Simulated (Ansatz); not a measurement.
Calculated with Ansatz (gas phase, PBE0-D4/def2-TZVP geometries, no zero-point term in ΔE). CCSD(T)/CBS adds triple-zeta CCSD(T) − MP2 to the extrapolated MP2 energy (def2 sets, frozen cores). This one scheme is used for every species. DFT in def2-TZVPP. B3LYP here is the variant with VWN-RPA as its local correlation; programs differ in this. def2 core potentials past Kr. For Sn outer-core shells are correlated without core-valence functions, which leaves a few kJ/mol of doubt a bond. One conformer a species, not always the lowest.

Reaction (cleavage of the B–Sn bond): `[BH2][SnH]([OH])[OH]` + `BN` → `BNB` + `[OH][SnH2][OH]`

```csv
level,ΔE (kJ/mol),difference from CCSD(T)/CBS
PBE-D4,-110.2,2.5
r2SCAN-D4,-116.7,-4.0
ωB97M-V,-118.6,-5.9
B3LYP,-117.0,-4.3
SCS-MP2/def2-TZVPP,-117.9,-5.2
CCSD/def2-TZVPP,-115.4,-2.7
CCSD(T)/def2-TZVPP,-115.4,-2.7
HF/def2-QZVPP,-125.5,-12.8
SCS-MP2/def2-QZVPP,-116.7,-4.0
CCSD/CBS(def2),-112.7,0.0
CCSD(T)/CBS,-112.7,0
```

Largest T1 diagnostic among the species: 0.014.

From PBE to PBE0 (25 % exact exchange), in def2-TZVPP and without D4, ΔE moves by −3.6 kJ/mol. In def2-TZVPP, CCSD(T) changes the Hartree–Fock value by +9.5 kJ/mol (the triples alone add −0.0 kJ/mol) and MP2 by +7.2 kJ/mol.
